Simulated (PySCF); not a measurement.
C₂H₅BN₂. Atoms are numbered in the order given.

```xyz
10

N     -0.0323     1.9263     0.0000
B     -0.0226     0.5426     0.0000
C     -1.0464    -0.6491     0.0000
N     -0.1299    -1.5607     0.0000
C      1.0560    -0.6404     0.0000
H      0.8139     2.4815     0.0000
H     -0.8841     2.4725     0.0000
H     -2.1175    -0.9013     0.0000
H      1.6894    -0.7942     0.8898
H      1.6894    -0.7942    -0.8898
```
Charge 0, spin multiplicity 1.

Geometry: PBE0-D3(BJ)/def2-SVP. The structure was generated by enumeration, and PubChem lists no compound with its InChIKey, so it may never have been made. The values are those of a single conformer.

Calculation: PBE/pcSseg-1 (PySCF).

GIAO shieldings, no solvent; atoms listed in one row are averaged. δ = σ(ref) − σ: ¹⁵N against NH3 (σ = 267.0 ppm); ¹¹B against BF3 (σ = 83.9 ppm); ¹³C against TMS (σ = 182.0 ppm); ¹H against TMS (σ = 31.49 ppm), references at their B3LYP-D3(BJ)/def2-TZVP geometries, non-relativistic.

```json
[
 {"nucleus": "¹⁵N", "atoms": "N4", "count": "1", "δ (ppm)": "533.8"},
 {"nucleus": "¹⁵N", "atoms": "N1", "count": "1", "δ (ppm)": "97.9"},
 {"nucleus": "¹¹B", "atoms": "B2", "count": "1", "δ (ppm)": "24.9"},
 {"nucleus": "¹³C", "atoms": "C3", "count": "1", "δ (ppm)": "199.8"},
 {"nucleus": "¹³C", "atoms": "C5", "count": "1", "δ (ppm)": "57.9"},
 {"nucleus": "¹H", "atoms": "H8", "count": "1", "δ (ppm)": "9.22"},
 {"nucleus": "¹H", "atoms": "H7", "count": "1", "δ (ppm)": "3.83"},
 {"nucleus": "¹H", "atoms": "H9, H10", "count": "2", "δ (ppm)": "3.76"},
 {"nucleus": "¹H", "atoms": "H6", "count": "1", "δ (ppm)": "3.53"}
]
```
